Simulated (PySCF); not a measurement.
Labels have come off several samples. The candidates:

A. `InChI=1S/C4H10F2Si2/c1-8-2-7-4(8)3(5)6/h3-4,8H,2,7H2,1H3/t4-,8-/m1/s1`
B. `InChI=1S/C4H10OSi3/c1-7-3-4(2-5)8(7)6/h2-3,7-8H,1,6H3/t7-,8-/m1/s1`
C. SMILES COC(=O)c1coc(C)p1

Spectrum 1. 1H NMR (500 MHz, computed): δ 6.51 (m, 1H), 5.09 (m, 1H), 5.09 (m, 1H), 4.76 (m, 1H), 1.44 (m, 1H), 0.74 (m, 1H), 0.37 (d, 3H), 0.31 (m, 1H). 13C{1H} NMR (computed): δ 123.7 (CH), 30.4 (CH), -1.2 (CH3), -3.2 (CH2).

Spectrum 2. 1H NMR (500 MHz, computed): δ 8.56 (m, 1H), 4.24 (s, 3H), 2.94 (m, 3H). 13C{1H} NMR (computed): δ 208.1 (C), 168.8 (C), 156.6 (CH), 144.6 (C), 50.0 (CH3), 21.4 (CH3).

Spectrum 3. 1H NMR (500 MHz, computed): δ 10.00 (s, 1H), 8.19 (d, 1H), 5.25 (m, 1H), 4.79 (m, 1H), 3.74 (d, 3H), 0.50 (d, 3H). 13C{1H} NMR (computed): δ 199.0 (CH), 180.6 (CH), 173.9 (C), -1.9 (CH3).

No relativistic terms, no solvent, rapidly exchanging positions averaged, one computed conformer. Shielding tensors at PBE0/pcSseg-1 (GIAO); GFN2-xTB geometry; PySCF.

References, each an isolated molecule treated in the same way: 1H (31.72 ppm), 13C (186.93 ppm) against TMS. Splittings of carbon signals by F and P are missing where no couplings were computed. Where no couplings were computed, multiplicities follow the n + 1 count of equivalent neighbours, and m marks all less simple cases (inequivalent or close neighbours, rings, F or P nearby). Shifts are as computed. Against solution values, carbons near 30 ppm lie about +3 ppm off and those near 130 ppm about +5 ppm. Of 1211 compounds with measured shifts, 218 miss one by over three times the rms of a fit or turn the order of signals round; such compounds aren't used in these exercises.

Problem. Which spectrum belongs to which compound?

Solution. 1–A, 2–C, 3–B.

- Spectrum 1 (A): 4 13C signals; δC 123.7 is an sp3 CH bonded to 2 F; δC -1.2 is a methyl carbon bonded to Si.
- Spectrum 2 (C): 6 13C signals; δC 168.8 is an ester carbonyl carbon; δC 50.0 is a methyl carbon bonded to O.
- Spectrum 3 (B): 4 13C signals; δC 199.0 is an aldehyde carbonyl carbon; δC 180.6 is a β carbon of a C=C–C=O unit.
